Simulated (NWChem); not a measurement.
System meant: AlAsH3OF; SMILES [OH][Al]([F])[AsH2]

Input file for NWChem:

```
start job
memory heap 200 mb stack 900 mb global 1100 mb
geometry units angstroms noautoz
  Al     0.030247     1.011953     0.236034
  As    -0.320504    -1.381221     0.348145
  H      0.206670    -1.483332    -1.097392
  H     -1.765359    -1.160572    -0.144599
  F     -1.104197     2.089228     0.855964
  O      1.498682     1.613907    -0.406562
  H      1.710696     2.560900    -0.435225
end
basis spherical
  * library def2-svp
end
dft
  odft
  mult 2
  xc pbe0
  iterations 150
  mulliken
end
task dft energy
```

End of the output:

```
                                 NWChem DFT Module
                                 -----------------

 Summary of "ao basis" -> "ao basis" (spherical)
 ------------------------------------------------------------------------------
       Tag                 Description            Shells   Functions and Types
 ---------------- ------------------------------  ------  ---------------------
 Al                         def2-svp                 8       18   4s3p1d
 As                         def2-svp                12       32   5s4p3d
 H                          def2-svp                 3        5   2s1p
 F                          def2-svp                 6       14   3s2p1d
 O                          def2-svp                 6       14   3s2p1d

 Summary of "ao basis" -> "ao basis" (spherical)
 ------------------------------------------------------------------------------
       Tag                 Description            Shells   Functions and Types
 ---------------- ------------------------------  ------  ---------------------
 Al                         def2-svp                 8       18   4s3p1d
 As                         def2-svp                12       32   5s4p3d
 H                          def2-svp                 3        5   2s1p
 F                          def2-svp                 6       14   3s2p1d
 O                          def2-svp                 6       14   3s2p1d

  number of electrons :                   66
  multiplicity        :                    2
 ------------------------------------------------------------------------
  no. of electrons and multiplicity not compatible                  66
 ------------------------------------------------------------------------
 ------------------------------------------------------------------------
  current input line :
    22: task dft energy
 ------------------------------------------------------------------------
 ------------------------------------------------------------------------
 There is an error in the input file
 ------------------------------------------------------------------------
 For more information see the NWChem manual at https://nwchemgit.github.io

0: no. of electrons and multiplicity not compatible:Received an Error in Communication
```

Problem. Find the fault in this run and fix the input.

Solution. The input was rejected before any calculation. Cause: the multiplicity doesn't fit the number of electrons (an even count wants an odd multiplicity, and the reverse). This input runs:
```
start job
memory heap 200 mb stack 900 mb global 1100 mb
geometry units angstroms noautoz
  Al     0.030247     1.011953     0.236034
  As    -0.320504    -1.381221     0.348145
  H      0.206670    -1.483332    -1.097392
  H     -1.765359    -1.160572    -0.144599
  F     -1.104197     2.089228     0.855964
  O      1.498682     1.613907    -0.406562
  H      1.710696     2.560900    -0.435225
end
basis spherical
  Al library def2-svp
  As library def2-svp
  H library def2-svp
  F library def2-svp
  O library def2-svp
end
dft
  xc pbe0
  iterations 150
  mulliken
end
task dft energy
```
It converges to -2654.26575 Ha (PBE0/def2-SVP).
